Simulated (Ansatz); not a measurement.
Ansatz (a quantum-chemistry and plane-wave program) input (RPA@PBE/cc-pVQZ):

Ansatz 0.2 input:
```yaml
crystal:
  periodic: [false, false, false]
  atoms:
    - {symbol: C, position_ang: [-1.62716027, -0.87471533, -0.43949625]}
    - {symbol: C, position_ang: [-0.57353451, 0.00802121, 0.12689650]}
    - {symbol: C, position_ang: [-0.53645204, 1.38087954, -0.54835076]}
    - {symbol: C, position_ang: [0.78895513, -0.68169206, 0.08006063]}
    - {symbol: O, position_ang: [1.71962932, 0.10202203, 0.82206675]}
    - {symbol: H, position_ang: [-1.62221708, -1.93992186, -0.24724397]}
    - {symbol: H, position_ang: [-2.48313190, -0.45703705, -0.95115441]}
    - {symbol: H, position_ang: [-0.78463246, 0.16815656, 1.19819426]}
    - {symbol: H, position_ang: [-0.31951801, 1.27708729, -1.61452577]}
    - {symbol: H, position_ang: [0.23222438, 2.00899091, -0.10070274]}
    - {symbol: H, position_ang: [-1.49849042, 1.88658288, -0.44826622]}
    - {symbol: H, position_ang: [0.70359063, -1.68737252, 0.50963518]}
    - {symbol: H, position_ang: [1.10849164, -0.78415328, -0.96475719]}
    - {symbol: H, position_ang: [2.59579868, -0.28346948, 0.72762606]}
basis:
  gaussian:
    orbitals: cc-pVQZ
hamiltonian:
  xc: pbe
magnetization: {spin_polarized: true, initial_magnetization: 1}
correlation: {method: rpa, electrons: outside_noble_gas}
```

Output:

```
Functional definition: PBE
integrals: 4.98 GiB planned
3168 factors; integrals over basis functions are off by at most 1.1e-3 eV
0.74 GiB of the device are held for the grids
6.40 GiB of device memory are held for the factors and their scratch space
mean field: 7.69 GiB planned
mean field evaluation 1: about -6318.1644 eV, gradient 6.1e1 eV
mean field evaluation 2: about -6318.1621 eV, gradient 6.1e1 eV
mean field evaluation 4: about -6333.9371 eV, gradient 1.4e1 eV
mean field evaluation 8: about -6334.6514 eV, gradient 1.5e-1 eV
mean field evaluation 16: about -6334.6518 eV, gradient 1.5e-4 eV
mean field -6334.65181481 eV, -232.7941604131 hartree, gradient 4.7e-6 eV, S^2 0.753722; 0 other end points of the search recorded, 0 dependent functions left out
5 core orbitals not correlated
reference -6301.33463092 eV, -231.5697764884 hartree; 16, 15 occupied and 524, 525 virtual orbitals, 3168 factors
Total energy: -6345.69983076 eV, -233.2001675107 hartree
```

It need not be the lowest isomer of its formula.
